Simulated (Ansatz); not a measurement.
Reaction (ligand exchange at a B–Br bond): `NB(Cl)Br` + H₂S → `NB(S)Cl` + HBr

Calculated with Ansatz (gas phase, PBE0-D4/def2-TZVP geometries, no zero-point term in ΔE). CCSD(T)/CBS is the MP2 limit (def2-TZVPP, def2-QZVPP) plus CCSD(T) − MP2 in def2-TZVPP, frozen cores. This one scheme is used for every species. DFT in def2-TZVPP. For Br outer-core shells are correlated without core-valence functions, which leaves a few kJ/mol of doubt a bond. Scalar relativity is left out up to krypton. Each species was taken in one conformer, which may not be the lowest.

(1) Is it downhill or uphill in electronic energy at CCSD(T)/CBS, and by how much? (Best estimate.)

(2) What do these levels give: ωB97X-V, ωB97M-V, r2SCANh, CAM-B3LYP, LC-ωPBE, MP2/def2-TZVPP? (An estimate is asked.)

Largest T1 diagnostic among the species: 0.011.

Answers

(1) The calculation gave: Uphill: ΔE = +17.0 kJ/mol.

(2) The calculation gave: ωB97X-V 15.1, ωB97M-V 16.0, r2SCANh 14.3, CAM-B3LYP 14.6, LC-ωPBE 13.7, MP2/def2-TZVPP 18.2 kJ/mol.

Leaving LDA and LC-ωPBE aside and taking each functional with its dispersion term where it has one, the values, not all of them listed here, spread over 4.7 kJ/mol, from revPBE-D4 to ωB97M-V.
